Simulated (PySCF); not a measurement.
## Dy²⁺ (dysprosium, charge +2) across methods

[Xe] 4f10, one real determinant. All numbers are calculated (PySCF 2.14, the spin-free X2C one-electron Hamiltonian (Gaussian nucleus), in cc-pVDZ-X2C (8s7p5d3f1g, 84 functions)).

```
method   E (hartree)  mean ε 5p β (eV)  mean ε 4f α (eV)  mean ε 4f β (eV)  Σ⟨r²⟩ (bohr²)   ⟨S²⟩
   PBE     -12155.94           -38.359           -17.606           -15.230          38.30  6.003
   UHF  -12151.69399           -44.128           -28.608           -24.407          37.66  6.006
   LDA     -12147.39           -38.644           -17.869           -15.215          38.27  6.004
r2SCAN     -12156.19           -38.921           -17.633           -15.257          38.04  6.004
```

(1) Estimate the same row for PBE0.

⟨L²⟩ = 34.01 against 42 for a pure I term, so this real determinant mixes terms. Spin-orbit coupling, absent here, splits the open shell strongly.

Results:

(1) E (hartree) = -12155.81; mean ε 5p β (eV) = -40.092; mean ε 4f α (eV) = -20.492; mean ε 4f β (eV) = -17.704; Σ⟨r²⟩ (bohr²) = 37.99; ⟨S²⟩ = 6.004.
